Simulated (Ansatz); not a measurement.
```yaml
atoms:
  - { symbol: C, position_ang: [-0.0034, 0.0092, -0.6632] }
  - { symbol: C, position_ang: [0.0091, -0.0040, 0.6660] }
  - { symbol: H, position_ang: [0.0019, -0.9226, -1.2355] }
  - { symbol: H, position_ang: [-0.0069, 0.9240, -1.2412] }
  - { symbol: H, position_ang: [0.0079, -0.9260, 1.2370] }
  - { symbol: H, position_ang: [0.0000, 0.9376, 1.2480] }
```

Basis set: def2-TZVP (spherical functions). Correlated methods keep 2 orbitals frozen. Charge 0, multiplicity 1.

Computed with Ansatz (development build ahead of 0.2.0); each method stands on the lowest determinant of its kind that the runs found. Restricted open shells among the atoms or ions are ROHF, correlated in semicanonical orbitals with singles.

Task: Give the atomization energy at this shape (free ground-state atoms in the same class of orbitals less the molecule, no zero-point energy) of singlet C2H4 by RHF-MP2, RHF.

Result:

```csv
method,atomization energy
RHF-MP2,23.73 eV
RHF,18.77 eV
```
